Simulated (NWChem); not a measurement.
Two isomers of C5H5N, each optimised at PBE0/def2-SVP with NWChem. Flexible species stand in one conformer each, which need not be the lowest. 

A: C=C=C(C)C#N
B: C(C(=C=C)N)#C

Question: Which is lower in energy, by how much, and how do their other properties compare?

Answer: A is lower by 37.7 kcal/mol in electronic energy; with zero-point energies, B − A = 37.6 kcal/mol.
```tsv
	A	B
highest occupied level (eV)	-7.76	-5.97
orbital gap (eV)	6.69	5.74
dipole (D)	4.19	1.37
highest harmonic frequency (cm⁻¹)	3241	3693
zero-point energy (kcal/mol)	52.3	52.1
```
